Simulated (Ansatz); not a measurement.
MgAg₆⁺. Charge 1, multiplicity 2. Geometry PBE-D4/def2-SVP, basis def2-TZVP, Ansatz.

Cartesian coordinates in Å:
```
Mg 0.1421 -2.6114 -3.4749
Ag -2.0216 2.1566 0.6591
Ag 0.1610 1.6231 2.3126
Ag 0.4085 1.2868 -0.4656
Ag -1.1271 -0.4844 0.7981
Ag 0.6979 -1.4702 -1.1186
Ag 1.7392 -0.5004 1.2893
```

```tsv
run	HOMO (eV)	LUMO (eV)
A	-9.65	-4.57
B	-7.76	-7.44
C	-8.13	-6.63
D	-7.78	-7.23
E	-7.66	-7.38
F	-8.43	-5.88
```

In the def2 sets Ag takes a core potential; there is no spin–orbit coupling. LC-ωPBE has ω = 0.4 bohr⁻¹. No other spin state of charge 1 was run. Another isomer (doublet) lies 0.96 eV lower at PBE0-D4/def2-TZVP; other spin states weren't run for this one.

HOMO and LUMO are taken over both spins.

**Question.** The runs used B97M-V, BHLYP, LC-ωPBE, PBE, PBE0, r2SCAN. Estimate which is which.

**Answer.** A LC-ωPBE (range-separated); B PBE (0 % exact exchange); C PBE0 (25 % exact exchange); D r2SCAN (0 % exact exchange); E B97M-V (0 % exact exchange); F BHLYP (50 % exact exchange). Exact exchange lowers occupied and raises empty levels; among semilocal functionals meta-GGAs tend to open the gap a little, and such runs are hard to tell apart. The gap grows from 0.28 eV (B97M-V) to 5.08 eV (LC-ωPBE). At LC-ωPBE/def2-TZVP the charge 1 doublet is spin-contaminated (final ⟨S²⟩ up to 0.83, 0.75 for a pure state).
